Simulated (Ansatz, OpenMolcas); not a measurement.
**OpenMolcas → Ansatz**

OpenMolcas 26.06 runs this on C3H9Ga (trimethylgallium (TMGa)):

job.inp:
```
&GATEWAY
  BasLib
  $CurrDir
  Coord
  13
  angstrom
  C       -0.386610       1.662740      -0.990030
  Ga       0.030950      -0.015220      -0.033330
  C        1.404300      -0.017040       1.387570
  C       -0.984810      -1.662120      -0.433110
  H        0.495980       2.295540      -1.105570
  H       -1.118900       2.235600      -0.410630
  H       -0.822360       1.479540      -1.974110
  H        2.207150       0.693340       1.179140
  H        1.838150      -1.007150       1.540450
  H        0.944020       0.286540       2.334210
  H       -1.317660      -1.695390      -1.472580
  H       -1.882270      -1.692900       0.194460
  H       -0.407960      -2.563490      -0.216480
  Basis
  def2-SVP
  Group
  NoSym

&SEWARD
  GridInput
  Grid=UltraFine
  End of Grid

&SCF
  KSDFT
  BLYP
  Thresholds
  1e-10 1e-07 1e-07 1e-05
  PrOrbitals
  1 2

&ALASKA
```

```bash
$ export MOLCAS_MEM=1860
$ pymolcas job.inp > job.log
```

(Basis files named in the input come from the Basis Set Exchange and aren't shown.)

The shape is that of a PBE0-D4/def2-TZVP optimisation.

It gives a total energy of -2044.228865 Eh.

Task: How is this level of theory, on these atoms, set up in Ansatz 0.2.0 as an input file of the program's own, asking for the energy?

Result: One way, which was run:

molecule.yaml:
```yaml
crystal:
  periodic: [false, false, false]
  atoms:
    - {symbol: C, position_ang: [-0.386610, 1.662740, -0.990030]}
    - {symbol: Ga, position_ang: [0.030950, -0.015220, -0.033330]}
    - {symbol: C, position_ang: [1.404300, -0.017040, 1.387570]}
    - {symbol: C, position_ang: [-0.984810, -1.662120, -0.433110]}
    - {symbol: H, position_ang: [0.495980, 2.295540, -1.105570]}
    - {symbol: H, position_ang: [-1.118900, 2.235600, -0.410630]}
    - {symbol: H, position_ang: [-0.822360, 1.479540, -1.974110]}
    - {symbol: H, position_ang: [2.207150, 0.693340, 1.179140]}
    - {symbol: H, position_ang: [1.838150, -1.007150, 1.540450]}
    - {symbol: H, position_ang: [0.944020, 0.286540, 2.334210]}
    - {symbol: H, position_ang: [-1.317660, -1.695390, -1.472580]}
    - {symbol: H, position_ang: [-1.882270, -1.692900, 0.194460]}
    - {symbol: H, position_ang: [-0.407960, -2.563490, -0.216480]}
basis:
  gaussian: {orbitals: def2-SVP}
hamiltonian: {xc: {name: BLYP}}
accuracy: high
output: {orbitals: {seedname: orbitals}}
```

```bash
$ ansatz run molecule.yaml --threads 1 --pin off --max-ram 3480MiB --events-out events.jsonl --progress --plain --runs-dir runs
```

Its energy is -2044.228866 Eh, the same as the first but for the last digit, at most.
